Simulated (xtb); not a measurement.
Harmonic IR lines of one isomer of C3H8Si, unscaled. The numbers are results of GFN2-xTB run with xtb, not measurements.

wavenumber (cm⁻¹): 298 (w), 316 (w), 429 (w), 631 (m), 685 (w), 726 (w), 783 (m), 1128 (m), 1409 (vw), 2269 (vs), 2931 (w), 2951 (w), 3004 (m), 3032 (w), 3039 (w), 3112 (w)

Question: Say which structure gives these lines.
A. `C=C(C)[SiH3]`
B. `C=[SiH]CC`
C. `C=[Si](C)C`
D. `C/C=[SiH]\C`

Answer: B, `C=[SiH]CC`
